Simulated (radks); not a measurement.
Question: The mean radii <r> (bohr) of the occupied orbitals of an atom or ion are listed with their occupations. Calculated with a radial shooting solver on a logarithmic mesh with Libxc functionals: scalar-relativistic Kohn-Sham, PBE, spin-polarised, spherical densities, finite nucleus; Fermi nuclear charge, rms radius of each element as measured or else 0.836 A^(1/3) + 0.57 fm.

| orbital | occ. | <r> |
|---|---|---|
| 1s up | 1 | 0.02611 |
| 1s down | 1 | 0.02611 |
| 2s up | 1 | 0.1121 |
| 2s down | 1 | 0.1121 |
| 2p up | 3 | 0.09819 |
| 2p down | 3 | 0.09819 |
| 3s up | 1 | 0.2988 |
| 3s down | 1 | 0.2988 |
| 3p up | 3 | 0.2967 |
| 3p down | 3 | 0.2967 |
| 3d up | 5 | 0.2732 |
| 3d down | 5 | 0.2731 |
| 4s up | 1 | 0.6868 |
| 4s down | 1 | 0.6868 |
| 4p up | 3 | 0.7264 |
| 4p down | 2 | 0.7264 |
| 4d up | 5 | 0.8001 |
| 4d down | 5 | 0.7996 |
| 5s up | 1 | 1.461 |

Name the element and its charge. Open shells, if any, are filled with parallel spins first.

Answer: Z = 55, caesium, charge +9: Cs9+ in [Ar] 3d10 4s2 4p5 4d10 5s1. The 1s radius gives Z: for a bare nucleus <r> = (2 gamma + 1)/(2Z) with gamma = sqrt(1 - (Z/c)^2), 0.02574 bohr for Z = 55, and screening makes it slightly larger (0.02611 here). The occupations add up to 46, and the charge is Z minus that.
